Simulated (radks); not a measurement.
Question: Tm42+, configuration [Ar] 3d9. Method: scalar-relativistic Kohn-Sham, LB94 model potential, spin-polarised, spherical densities, finite nucleus; open shells are filled with parallel spins first (spin-orbit coupling, left out, can overturn this in heavy ions); Fermi nuclear charge, rms radius 5.2256 fm; computed with a radial shooting solver on a logarithmic mesh with Libxc functionals. Some entries of the table are withheld. Estimate them.

orbital  occ.  eigenvalue (eV)  <r> (bohr)  r(max) (bohr)
1s down     1        -61591.76     0.01998        0.01261
1s up       1        -61591.63     0.01998        0.01261
2s up       1        -12108.43     0.08451        0.07173
2s down     1        -12107.95     0.08450        0.07172
2p up       3        -10945.87     0.07501        0.05837
2p down     3        -10945.68     0.07499        0.05836
3s up       1        -4192.345      0.2160         0.2007
3s down     1        -4188.223      0.2161         0.2007
3p up       3        -3838.876      0.2139         0.1969
3p down     3        -3834.737      0.2140         0.1969
3d up       5        -3421.249         (1)         0.1590
3d down     4        -3417.080         (2)         0.1590
4s up       0        -2096.430      0.4231         0.4208
4s down     0        -2094.901      0.4233         0.4209
4p up       0        -1959.541         (3)         0.4287
4p down     0        -1958.063         (4)         0.4290

Answer: 
(1) 3d up <r> (bohr): 0.1921
(2) 3d down <r> (bohr): 0.1921
(3) 4p up <r> (bohr): 0.4304
(4) 4p down <r> (bohr): 0.4306
